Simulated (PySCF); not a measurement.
# Working out the ionisation energy of V

V [Ar] 3d3 4s2 (4F) → V⁺ [Ar] 3d4 (5D). Computed with PySCF 2.14 in Sapporo-DKH3-DZP-2012, with scalar relativity by spin-free X2C-1e. Frozen: [Ar]. Energies in hartree (1 hartree = 27.21139 eV):

```json
{"part": "UHF", "V (lower)": "-948.119872", "V⁺ (upper)": "-947.894359"}
{"part": "MP2 opposite-spin", "V (lower)": "-0.029862", "V⁺ (upper)": "0.000000"}
{"part": "MP2 same-spin", "V (lower)": "-0.021232", "V⁺ (upper)": "-0.037112"}
```

Problem. What does Hartree-Fock give?

Solution. (-947.894359) − (-948.119872) = 0.225513 hartree = 6.137 eV.

Problem. What do MP2 and SCS-MP2 (6/5 opposite-spin, 1/3 same-spin) give?

Solution. The opposite-spin parts differ by 0.813 eV and the same-spin parts by -0.432 eV. MP2: 6.137 + (0.813) + (-0.432) = 6.518 eV. SCS-MP2: 6.137 + 1.2 × (0.813) + (-0.432)/3 = 6.969 eV.

Measured between the centres of the two terms (NIST): 6.732 eV, so MP2 (valence) is off by -0.214 eV.

A double-zeta basis recovers only part of the correlation energy.

What remains against the reference includes basis incompleteness, the frozen core and correlation beyond second order.
